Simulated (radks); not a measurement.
The nuclear charge of the zinc ion Zn+ is varied continuously with 29 electrons held in [Ar] 3d10 4s1. Calculated with a radial shooting solver on a logarithmic mesh with Libxc functionals: scalar-relativistic Kohn-Sham, PBE, spin-unpolarised, spherical densities, finite nucleus; Fermi nuclear charge, rms radius 3.9283 fm. By the Hellmann-Feynman theorem dE/dZ = E(electron-nucleus)/Z, the electronic potential at the nucleus (averaged over a nucleus of fixed radius). The scalar-relativistic energy here is not variational (the density holds large components alone), so the two differ by a part that grows with Z.

Z     E (hartree)  E(electron-nucleus)/Z (hartree)  HOMO  e(HOMO) (eV)  <r> HOMO (bohr)
29.5  -1724.42992                         -140.658    4s        -8.930            2.629
29.6  -1738.54323                         -141.307    4s        -9.888            2.578
29.7  -1752.72160                         -141.955    4s       -10.874            2.530
29.8  -1766.96498                         -142.603    4s       -11.888            2.485
29.9  -1781.27332                         -143.251    4s       -12.929            2.442
30    -1795.64657                         -143.898    4s       -13.998            2.401
30.1  -1810.08470                         -144.545    4s       -15.093            2.362
30.2  -1824.58767                         -145.191    4s       -16.214            2.325
30.3  -1839.15544                         -145.837    4s       -17.360            2.289
30.4  -1853.78799                         -146.482    4s       -18.532            2.255
30.5  -1868.48527                         -147.128    4s       -19.728            2.223
30.6  -1883.24728                         -147.773    4s       -20.949            2.191
30.7  -1898.07399                         -148.418    4s       -22.194            2.161
30.8  -1912.96536                         -149.062    4s       -23.462            2.132
30.9  -1927.92140                         -149.707    4s       -24.754            2.104
31    -1942.94208                         -150.351    4s       -26.070            2.077

The central difference of E at Z = 30 is -144.057 hartree, to compare with the third column; the second derivative is -6.49 hartree.
